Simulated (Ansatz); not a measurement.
Geometry optimisation, RKS PBE0-D4/def2-SVP (Ansatz 0.2.0).

Input file:

```yaml
crystal:
  periodic: [false, false, false]
  atoms:
    - { symbol: Sn, position_ang: [0.0, 0.0, 0.0] }
    - { symbol: H, position_ang: [0.0, 0.0, 2.09] }
    - { symbol: H, position_ang: [1.6408, 0.0, -0.5794] }
    - { symbol: H, position_ang: [-0.8195, 1.4198, -0.5794] }
    - { symbol: H, position_ang: [-0.8195, -1.4198, -0.5794] }
    - { symbol: Cl, position_ang: [-2.5717, 0.0, 0.8545] }
    - { symbol: H, position_ang: [-1.0358, 0.0, 2.0916] }
basis:
  gaussian: { orbitals: def2-SVP }
hamiltonian:
  xc: pbe0
  dispersion: d4
relax:
  f_tol: 0.15
  max_steps: 25
  restrain:
    - { distance: [0, 5], at: 3.61, k: 30.0 }
    - { distance: [6, 1], at: 1.86, k: 30.0 }
    - { distance: [0, 1], at: 1.74, k: 30.0 }
    - { distance: [6, 5], at: 1.37, k: 30.0 }
```

Command:

```bash
$ ansatz run input.yaml --threads 1 --pin off --max-ram 2048MiB --backend cpu --events-out ev --progress --plain --runs-dir out
```

Problem. Where does it end, and by what steps?

Solution. It converged. The restraints hold the end off the free minimum. After 6 steps the energy has fallen by 2.320 eV (the restraints' own energy left out); Cl6 moved furthest, 0.87 Å. Parted: Sn1–Cl6 (2.71 → 3.61 Å). Joined: Cl6–H7 (1.97 → 1.33 Å).

```csv
step,energy less start (eV),largest force component (eV/Å),accepted
0,0.0000,1.762,yes
1,-0.1599,2.825,yes
2,-0.7629,4.329,yes
3,-1.6427,4.109,yes
4,-2.1738,1.650,yes
5,-2.2593,1.103,yes
6,-2.3201,1.124,yes
```

```xyz
7
Properties=species:S:1:pos:R:3
Sn 0.202 0.000 -0.077
H 0.134 0.000 1.656
H 1.848 0.000 -0.533
H -0.554 1.404 -0.674
H -0.554 -1.404 -0.674
Cl -2.985 0.000 1.625
H -1.697 0.000 1.975
```

The run took 7.6 s on 1 thread of AMD EPYC 9R45 96-Core Processor (Zen 5), with other jobs on the host, peak memory 0.16 GiB.
